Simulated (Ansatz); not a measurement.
A nudged elastic band was laid between two geometries of AlCl$_{3}$FH (6 atoms, charge 0, multiplicity 1).

All numbers below come from RKS PBE-D4/def2-SVP in Ansatz.

```json
{
 "movable images": "5",
 "climbing image": "yes",
 "spring": "5.0 eV/Å²",
 "optimiser": "quadratic models (default)",
 "start path": "through a guess of the saddle point",
 "force threshold": "0.05 eV/Å",
 "iteration limit": "60",
 "end points": "relaxed"
}
```

Image 0:

```xyz
6
Properties=species:S:1:pos:R:3
Al -0.339 -0.206 -0.406
Cl 1.141 1.367 -0.749
Cl 0.169 -2.121 -1.097
Cl -2.340 0.416 -0.287
H 0.991 0.627 1.103
F 0.379 -0.083 1.436
```

Image 6:

```xyz
6
Properties=species:S:1:pos:R:3
Al -0.457 -0.421 -0.097
Cl 1.221 1.379 -0.539
Cl 0.168 -2.096 -1.193
Cl -2.345 0.445 -0.381
H 1.186 0.938 0.735
F 0.228 -0.245 1.474
```

What changes between the two ends?

Bonds broken: H5–F6. Bonds formed: Cl2–H5.

What energy profile does the band end with?

The forces met the threshold. The highest image is number 4 of 0 to 6, 10.4 kJ/mol above the first end and 1.9 kJ/mol above the last; the last end lies 8.5 kJ/mol above the first. A vibrational analysis at the climbing image gives one clearly imaginary mode, 225i cm⁻¹: a first-order saddle point. The orbitals stay closed-shell, which can raise the energy where a bond breaks towards radicals; this wasn't checked here.

```csv
image,path coordinate (Å),energy (kJ/mol),H5–F6 (Å),Cl2–H5 (Å)
0,0.00,0.0,1.00,2.00
1,0.13,1.3,1.03,1.84
2,0.27,5.1,1.09,1.70
3,0.40,9.3,1.20,1.57
4,0.53,10.4,1.34,1.46
5,0.68,9.1,1.52,1.39
6,0.83,8.5,1.69,1.35
```

What is the geometry of the highest image?


```xyz
6
Properties=species:S:1:pos:R:3
Al -0.407 -0.341 -0.188
Cl 1.212 1.369 -0.539
Cl 0.171 -2.107 -1.155
Cl -2.347 0.434 -0.342
H 1.052 0.785 0.792
F 0.320 -0.140 1.432
```

What are the harmonic wavenumbers there?

225i, 95, 128, 174, 174, 326, 464, 586, 620, 765, 983, 1583 cm⁻¹.

The band took 5 iterations and of the order of 60 core-seconds.

Run time: 29 s on 2 threads of Intel(R) Xeon(R) Platinum 8488C (Sapphire Rapids), with other jobs on the host, peak memory 0.15 GiB.
